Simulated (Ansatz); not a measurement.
`CB[NH][GaH2]` + `[OH][SbH2]` → `[GaH2][O][SbH2]` + `CBN` at 700 K and 1 bar (ligand exchange at a Ga–N bond).

Calculated with Ansatz (gas phase, PBE0-D4/def2-TZVP geometries, no zero-point term in ΔE). CCSD(T)/CBS adds triple-zeta CCSD(T) − MP2 to the extrapolated MP2 energy (def2 sets, frozen cores). def2 core potentials past Kr. For Ga, Sb outer-core shells are correlated without core-valence functions, which leaves a few kJ/mol of doubt a bond. Scalar relativity is left out up to krypton. Each species was taken in one conformer, which may not be the lowest.

```json
{"species": "`CB[NH][GaH2]`", "CCSD(T)/CBS energy (Eh)": "-2045.75396", "H − E (kJ/mol)": "287.3", "S (J/(mol·K))": "454.2"}
{"species": "`[OH][SbH2]`", "CCSD(T)/CBS energy (Eh)": "-316.98030", "H − E (kJ/mol)": "111.4", "S (J/(mol·K))": "336.4"}
{"species": "`[GaH2][O][SbH2]`", "CCSD(T)/CBS energy (Eh)": "-2241.53579", "H − E (kJ/mol)": "143.0", "S (J/(mol·K))": "440.2"}
{"species": "`CBN`", "CCSD(T)/CBS energy (Eh)": "-121.21267", "H − E (kJ/mol)": "256.5", "S (J/(mol·K))": "356.6"}
```

H − E and S are ideal-gas, rigid-rotor, harmonic terms from PBE0-D4/def2-TZVP, for one conformer and one mirror image of each species. 1 Eh = 2625.50 kJ/mol, R = 8.31446 J/(mol·K).

Q: By hand: ΔE, ΔH, ΔS and ΔG.

A: ΔE = (-2241.53579) + (-121.21267) − (-2045.75396) − (-316.98030) = -0.01420 Eh = -37.3 kJ/mol. Δ(H − E) = 143.0 + 256.5 − 287.3 − 111.4 = 0.8, so ΔH = -36.5 kJ/mol. ΔS = 440.2 + 356.6 − 454.2 − 336.4 = 6.2 J/(mol·K). ΔG = -36.5 − 700 × (6.2)/1000 = -40.8 kJ/mol.

Q: By hand: the equilibrium constant, and the temperature at which ΔG would vanish if ΔH and ΔS stayed fixed.

A: log₁₀ K = −ΔG/(RT ln 10) = 3.0. ΔH and −TΔS have one sign here, so there is no such temperature.

The number of gas molecules stays the same, so ΔS is small and ΔH decides. A doubt of 5 kJ/mol in ΔE shifts log₁₀ K by 0.4 here. Other conformers and mirror images would add mixing entropy, several J/(mol·K) or more a flexible species. Modes under 60 cm⁻¹, often nearly free rotors, make the harmonic entropy too high. These are equilibria of isolated gas molecules and say nothing of rates. Largest T1 diagnostic: 0.016 (customary marks: 0.02 for closed shells, 0.045 for open ones).

ΔS is within the doubt of such terms, so its sign, and with it that verdict, could turn.
